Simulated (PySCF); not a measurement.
## Nuclear quadrupole coupling in `CO[SiH2]S[Si@H](C)O`

Compound: C2H10O2SSi2.
SMILES with atom numbers: `[CH3:1][O:2][SiH2:3][S:4][Si@H:5]([CH3:6])[OH:7]` (hydrogens: H8, H9, H10 on C1; H11, H12 on Si3; H13 on Si5; H14, H15, H16 on C6; H17 on O7)

Geometry (GFN2-xTB, Å), atoms numbered from 1 in this order:
```xyz
17
C2H10O2SSi2 angstrom
C      2.8875    0.5513    0.6576
O      1.6601    0.2118    0.0781
Si     1.3766   -1.1196   -0.8304
S     -0.6307   -0.9676   -1.4714
Si    -1.6969   -0.1832    0.2700
C     -3.3652    0.4544   -0.3336
O     -0.8522    1.0421    0.9020
H      2.7689    1.5060    1.1699
H      3.1958   -0.2108    1.3760
H      3.6599    0.6444   -0.1074
H      1.6004   -2.3058   -0.0076
H      2.1992   -1.1217   -2.0298
H     -1.7847   -1.2913    1.2190
H     -3.9268    0.8786    0.4919
H     -3.2454    1.2245   -1.0902
H     -3.9538   -0.3471   -0.7662
H      0.1004    1.0460    0.7610
```

Field gradients from the PBE0/pcSseg-1 density (PySCF, non-relativistic), principal values in atomic units, ordered |Vxx| ≤ |Vyy| ≤ |Vzz|:

```json
{"atom": "O2", "Vxx": "-0.3993", "Vyy": "-1.2984", "Vzz": "1.6978"}
{"atom": "S4", "Vxx": "0.1327", "Vyy": "1.3630", "Vzz": "-1.4957"}
{"atom": "O7", "Vxx": "-0.2967", "Vyy": "-1.0404", "Vzz": "1.3371"}
```

Task: Find the asymmetry η = (Vxx − Vyy)/Vzz and the couplings χ = eQV/h (234.96 MHz × Q in barn × V in au), with Q(17O) = −0.0256 b, Q(33S) = −0.0678 b.

Result: 
| atom | environment | nucleus | η | χzz (MHz) | χxx (MHz) | χyy (MHz) |
| --- | --- | --- | --- | --- | --- | --- |
| O2 | silyl ether oxygen | 17O | 0.53 | -10.21 | 2.40 | 7.81 |
| S4 | sulfur bonded to 2 Si | 33S | 0.82 | 23.83 | -2.11 | -21.71 |
| O7 | silanol oxygen | 17O | 0.56 | -8.04 | 1.78 | 6.26 |

Task: What is Vzz at O7 in SI units (1 au = 9.71736 × 10²¹ V/m²)?

Result: 1.3371 au = 12.993 × 10²¹ V/m².

Task: And the gradient at the other heavy atoms, for which no coupling is worked out here?

Result: 
```csv
atom,environment,Vzz (au),η
C1,methoxy carbon,0.437,0.03
Si3,oxygen-bound silicon,-0.520,0.69
Si5,oxygen-bound silicon,0.666,0.59
C6,Si-methyl carbon,-0.031,0.44
```

Were the hydrogens deuterons (Q(2H) = 0.00286 b), χzz would run from 108 kHz (H11 and H13) to 299 kHz (H17).

Isolated species at its GFN2-xTB geometry (one conformer only). GFN2-xTB bond lengths can be off by several hundredths of an ångström, more for odd bonds, and the gradients follow them. The basis is small and wasn't made for field gradients, so the couplings can be 20 % off.

The run behind these numbers computed NMR shieldings as well. The run took 1.8 min of wall time (grids of density and orbitals included) on one thread of an Intel Xeon at 2.50 GHz, no GPU, shared host with 64 logical CPUs at a one-minute load of 64, and the process peaked at 0.84 GiB of memory.
